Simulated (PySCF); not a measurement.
Diagnose this run.

A core-ionisation job on C2H6O2Si2, SMILES `C#C[Si@@H](O)O[SiH3]`. The calculation used delta-SCF UKS HF, pcX-2 on the ionised atom, pcseg-1 elsewhere, spin-free X2C in PySCF.

Driver input (Å, PBE0-D3(BJ)/def2-SVP geometry):

```
{"job": {"kind": "xps", "xc": "HF"}, "charge": 0, "multiplicity": 1}
C      2.0458     1.2335    -1.4710
C      1.3464     0.3179    -1.0785
Si     0.3004    -1.0708    -0.4836
O      1.2455    -2.2422     0.1872
O     -0.7519    -0.4599     0.6238
Si    -1.8392     0.6867     1.1206
H      2.6601     2.0433    -1.8238
H     -0.4300    -1.7110    -1.5978
H      1.9283    -1.9582     0.8020
H     -1.2557     2.0533     0.9737
H     -3.0875     0.5964     0.3060
H     -2.1636     0.4351     2.5530
```

Output:

```
ground state, core basis on atom 0 (C), 153 functions
  cycle   1  E = -807.93240694  |g| = 6.86e-01
  cycle   2  E = -808.02266861  |g| = 3.87e-01
  cycle   3  E = -808.05122878  |g| = 7.43e-02
  cycle   4  E = -808.05290115  |g| = 1.17e-02
  cycle   5  E = -808.05294756  |g| = 4.76e-03
  cycle   6  E = -808.05295295  |g| = 1.17e-03
  cycle   7  E = -808.05295369  |g| = 3.59e-04
  E(ground) = -808.05295369 Eh
hole in C 1s of atom 0
  cycle   1  E = -796.79184956  |g| = 1.48e+00
  cycle   2  E = -797.02571255  |g| = 9.72e-01
  cycle   3  E = -797.33734692  |g| = 2.15e-01
  cycle   4  E = -797.35781174  |g| = 5.43e-02
  cycle   5  E = -797.36025536  |g| = 2.86e-02
  cycle   6  E = -797.36243702  |g| = 2.67e-02
  cycle   7  E = -797.36508919  |g| = 2.48e-02
  cycle   8  E = -797.37201509  |g| = 1.86e-02
  cycle   9  E = -797.37397868  |g| = 3.44e-03
  cycle  10  E = -797.37394153  |g| = 3.93e-03
  cycle  11  E = -797.37401124  |g| = 1.04e-03
  cycle  12  E = -797.37401413  |g| = 3.07e-04
  E(ion) = -797.37401413 Eh   <S^2> = 1.2553   hole on atom = 1.000   binding energy = 290.589 eV
ground state, core basis on atom 1 (C), 153 functions
  cycle   1  E = -808.05497402  |g| = 2.76e-02
  cycle   2  E = -808.05505437  |g| = 8.92e-03
  cycle   3  E = -808.05506816  |g| = 5.66e-03
  cycle   4  E = -808.05507574  |g| = 3.51e-04
  E(ground) = -808.05507574 Eh
hole in C 1s of atom 1
  cycle   1  E = -796.82174713  |g| = 1.49e+00
  cycle   2  E = -797.04293255  |g| = 9.73e-01
  cycle   3  E = -797.35955168  |g| = 2.26e-01
  cycle   4  E = -797.38121570  |g| = 4.92e-02
  cycle   5  E = -797.38333799  |g| = 2.66e-02
  cycle   6  E = -797.38554834  |g| = 2.47e-02
  cycle   7  E = -797.38853274  |g| = 2.29e-02
  cycle   8  E = -797.39442837  |g| = 1.70e-02
  cycle   9  E = -797.39580136  |g| = 8.88e-03
  cycle  10  E = -797.39556610  |g| = 9.28e-03
  cycle  11  E = -797.39598811  |g| = 8.59e-04
  cycle  12  E = -797.39598947  |g| = 5.59e-04
  cycle  13  E = -797.39599035  |g| = 2.12e-04
  E(ion) = -797.39599035 Eh   <S^2> = 1.2335   hole on atom = 1.000   binding energy = 290.048 eV
ground state, core basis on atom 2 (Si), 164 functions
  cycle   1  E = -808.13697818  |g| = 8.15e-02
  cycle   2  E = -808.13748659  |g| = 1.16e-02
  cycle   3  E = -808.13751318  |g| = 3.44e-03
  cycle   4  E = -808.13751609  |g| = 8.82e-04
  cycle   5  E = -808.13751641  |g| = 4.22e-04
  E(ground) = -808.13751641 Eh
hole in Si 1s of atom 2
  cycle   1  E = -739.13863630  |g| = 4.32e+00
  cycle   2  E = -740.04272143  |g| = 1.01e+00
  cycle   3  E = -740.15285278  |g| = 1.86e-01
  cycle   4  E = -740.16450824  |g| = 8.49e-02
  cycle   5  E = -740.16792823  |g| = 1.10e-02
  cycle   6  E = -740.16800812  |g| = 4.15e-03
  cycle   7  E = -740.16802696  |g| = 1.79e-03
  cycle   8  E = -740.16803139  |g| = 1.00e-03
  cycle   9  E = -740.16803373  |g| = 6.02e-04
  cycle  10  E = -740.16803513  |g| = 4.87e-04
  E(ion) = -740.16803513 Eh   <S^2> = 0.7536   hole on atom = 1.000   binding energy = 1849.544 eV
hole in Si 2p of atom 2
  cycle   1  E = -803.85869460  |g| = 1.21e+00
  cycle   2  E = -804.11325051  |g| = 4.45e-01
  cycle   3  E = -804.16066635  |g| = 1.08e-01
  cycle   4  E = -804.16569199  |g| = 3.29e-02
  cycle   5  E = -804.16631121  |g| = 8.31e-03
  cycle   6  E = -804.16638405  |g| = 4.15e-03
  cycle   7  E = -804.16641357  |g| = 2.03e-03
  cycle   8  E = -804.16642102  |g| = 1.02e-03
  cycle   9  E = -804.16642349  |g| = 4.73e-04
  E(ion) = -804.16642349 Eh   <S^2> = 0.7580   hole on atom = 1.002   binding energy = 108.059 eV
  2p3/2 = 107.872 eV   2p1/2 = 108.468 eV
ground state, core basis on atom 3 (O), 153 functions
  cycle   1  E = -808.08442606  |g| = 3.64e-02
  cycle   2  E = -808.08454601  |g| = 8.72e-03
  cycle   3  E = -808.08455681  |g| = 4.95e-03
  cycle   4  E = -808.08456142  |g| = 6.06e-04
  cycle   5  E = -808.08456158  |g| = 2.79e-04
  E(ground) = -808.08456158 Eh
hole in O 1s of atom 3
  cycle   1  E = -787.50715618  |g| = 2.20e+00
  cycle   2  E = -788.04545983  |g| = 1.12e+00
  cycle   3  E = -788.30575548  |g| = 9.64e-02
  cycle   4  E = -788.30839827  |g| = 2.24e-02
  cycle   5  E = -788.30871592  |g| = 1.41e-02
  cycle   6  E = -788.30887390  |g| = 5.42e-03
  cycle   7  E = -788.30890786  |g| = 1.73e-03
  cycle   8  E = -788.30891087  |g| = 8.52e-04
  cycle   9  E = -788.30891172  |g| = 3.44e-04
  E(ion) = -788.30891172 Eh   <S^2> = 0.7676   hole on atom = 1.000   binding energy = 538.123 eV
ground state, core basis on atom 4 (O), 153 functions
  cycle   1  E = -808.08879440  |g| = 5.89e-02
  cycle   2  E = -808.08916055  |g| = 3.00e-02
  cycle   3  E = -808.08931403  |g| = 5.99e-03
  cycle   4  E = -808.08932080  |g| = 7.64e-04
  cycle   5  E = -808.08932094  |g| = 3.74e-04
  E(ground) = -808.08932094 Eh
hole in O 1s of atom 4
  cycle   1  E = -787.51938649  |g| = 2.21e+00
  cycle   2  E = -788.05637416  |g| = 1.16e+00
  cycle   3  E = -788.34159949  |g| = 9.98e-02
  cycle   4  E = -788.34434907  |g| = 2.57e-02
  cycle   5  E = -788.34468069  |g| = 1.46e-02
  cycle   6  E = -788.34484991  |g| = 5.05e-03
  cycle   7  E = -788.34487621  |g| = 1.74e-03
  cycle   8  E = -788.34487833  |g| = 5.82e-04
  cycle   9  E = -788.34487880  |g| = 2.70e-04
  E(ion) = -788.34487880 Eh   <S^2> = 0.7673   hole on atom = 1.000   binding energy = 537.274 eV
ground state, core basis on atom 5 (Si), 164 functions
  cycle   1  E = -808.12409417  |g| = 8.94e-02
  cycle   2  E = -808.12456095  |g| = 3.81e-02
  cycle   3  E = -808.12478829  |g| = 1.15e-02
  cycle   4  E = -808.12481333  |g| = 8.77e-04
  cycle   5  E = -808.12481365  |g| = 3.17e-04
  E(ground) = -808.12481365 Eh
hole in Si 1s of atom 5
  cycle   1  E = -739.15467095  |g| = 4.31e+00
  cycle   2  E = -740.10148394  |g| = 9.86e-01
  cycle   3  E = -740.18716551  |g| = 8.74e-02
  cycle   4  E = -740.18884101  |g| = 3.49e-02
  cycle   5  E = -740.18929651  |g| = 7.17e-03
  cycle   6  E = -740.18933421  |g| = 2.78e-03
  cycle   7  E = -740.18934696  |g| = 1.49e-03
  cycle   8  E = -740.18935271  |g| = 6.90e-04
  cycle   9  E = -740.18935366  |g| = 2.99e-04
  E(ion) = -740.18935366 Eh   <S^2> = 0.7542   hole on atom = 1.000   binding energy = 1848.618 eV
hole in Si 2p of atom 5
  cycle   1  E = -803.87038874  |g| = 1.20e+00
  cycle   2  E = -804.15449935  |g| = 3.75e-01
  cycle   3  E = -804.17682644  |g| = 3.58e-02
  cycle   4  E = -804.17725843  |g| = 1.94e-02
  cycle   5  E = -804.17743103  |g| = 5.93e-03
  cycle   6  E = -804.17747137  |g| = 2.96e-03
  cycle   7  E = -804.17748738  |g| = 1.32e-03
  cycle   8  E = -804.17749026  |g| = 6.61e-04
  cycle   9  E = -804.17749084  |g| = 2.33e-04
  E(ion) = -804.17749084 Eh   <S^2> = 0.7561   hole on atom = 1.002   binding energy = 107.412 eV
  2p3/2 = 107.200 eV   2p1/2 = 107.795 eV
```

The program numbers atoms from 0. The 2p3/2 and 2p1/2 values come from a spin–orbit splitting computed afterwards; their 2:1 mean is the average over the three 2p orbitals and can differ from the one hole solved.

**Question.** Do all binding energies of this run deserve the same trust?

**Answer.** No. Every hole passed the driver's convergence checks (|g| < 5e-4, core orbital emptied to over 0.9), but ⟨S²⟩ is 1.255 for C1s on atom 0 and 1.233 for C1s on atom 1, against 0.75 for a pure doublet, so the unrestricted ion state holds higher spin components.

**Question.** How can it be mended?

**Answer.** Recompute such holes with a restricted open-shell or spin-projected scheme and compare; until then these binding energies are doubtful.

Time: 45 s; peak memory 0.61 GiB. Hardware: one thread, Arm Neoverse V2 (aarch64), on a shared host.
